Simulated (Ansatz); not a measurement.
Abridged output of a molecular run in Ansatz:

```
Functional definition: HF
1480 factors; integrals over basis functions are off by at most 9.0e-4 eV
mean field evaluation 1: about -71853.5948 eV, gradient 4.9e1 eV
mean field evaluation 2: about -71853.8209 eV, gradient 4.9e1 eV
mean field evaluation 4: about -71857.9910 eV, gradient 3.2e0 eV
mean field evaluation 8: about -71858.0456 eV, gradient 2.7e-1 eV
mean field -71858.04580286 eV, -2640.7344761224 hartree, gradient 7.6e-6 eV, S^2 0.000000; 0 other end points of the search recorded, 0 dependent functions left out
17 core orbitals not correlated: weight in the atoms' cores, before any rotation towards them, 1.000 or more for the frozen orbitals, at most 0.000 for the correlated occupied ones
reference -71858.04580286 eV, -2640.7344761224 hartree; 21, 21 occupied and 201, 201 virtual orbitals, 1480 factors
second order -30.10425392 eV of doubles, -0.00000000 eV of singles
cycle   1  -29.76008787 eV  change    3.4e-1 eV  update   1.2e-1
cycle   2  -30.50503308 eV  change   -7.4e-1 eV  update   3.4e-2
cycle   3  -30.65294234 eV  change   -1.5e-1 eV  update   1.7e-2
cycle   4  -30.62917534 eV  change    2.4e-2 eV  update   3.2e-3
cycle   5  -30.62777151 eV  change    1.4e-3 eV  update   1.4e-3
cycle   6  -30.62872573 eV  change   -9.5e-4 eV  update   3.4e-4
cycle   7  -30.62852276 eV  change    2.0e-4 eV  update   1.3e-4
cycle   8  -30.62845473 eV  change    6.8e-5 eV  update   3.6e-5
cycle   9  -30.62846287 eV  change   -8.1e-6 eV  update   1.3e-5
perturbative correction -0.94876938 eV, -0.0348666316 hartree
Total energy: -71889.62303511 eV, -2641.8949180036 hartree
```

Its atoms:

Cartesian coordinates in Å:
```
F 0.166 -0.649 -2.268
Si 1.038 -0.677 -0.943
F 2.039 0.548 -1.063
O 0.111 -0.529 0.350
Ge -1.071 0.605 1.066
H 1.805 -1.924 -0.897
H -0.356 1.943 1.290
H -1.493 -0.054 2.381
H -2.241 0.739 0.083
```

Which basis set was used?
A. cc-pV(D+d)Z
B. def2-TZVPP
C. def2-SVP
D. cc-pV(Q+d)Z

B. It gives 239 functions.

Write the keys of the input that set method, charge and spin (a neutral closed shell needs none for the last two).


```yaml
correlation: {method: ccsd_t}
```
